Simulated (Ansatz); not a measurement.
Zr2S5⁻. Charge -1, multiplicity 2. Geometry PBE-D4/def2-SVPD, basis def2-TZVPD, Ansatz.

Cartesian coordinates in Å:
```
Zr -1.156 -1.429 -0.016
Zr 0.737 0.549 -0.215
S -0.698 -0.421 -2.168
S -0.652 0.113 2.056
S 1.181 -1.966 0.319
S -1.805 1.062 0.529
S 2.393 2.092 -0.505
```

```csv
run,HOMO (eV),LUMO (eV)
A,-2.04,0.70
B,-4.55,2.43
C,-0.99,-0.04
D,-1.31,0.16
E,-0.96,0.05
```

In the def2 sets Zr takes a core potential; there is no spin–orbit coupling. Another isomer (doublet) lies 1.24 eV lower at PBE0-D4/def2-TZVPD; other spin states weren't run for this one.

HOMO and LUMO are taken over both spins.

**Question.** The runs used HF, PBE, PBE0, r2SCAN, revPBE. Estimate which is which.

**Answer.** A PBE0 (25 % exact exchange); B HF (100 % exact exchange); C PBE (0 % exact exchange); D r2SCAN (0 % exact exchange); E revPBE (0 % exact exchange). Exact exchange lowers occupied and raises empty levels; among semilocal functionals meta-GGAs tend to open the gap a little, and such runs are hard to tell apart. The gap grows from 0.95 eV (PBE) to 6.98 eV (HF).
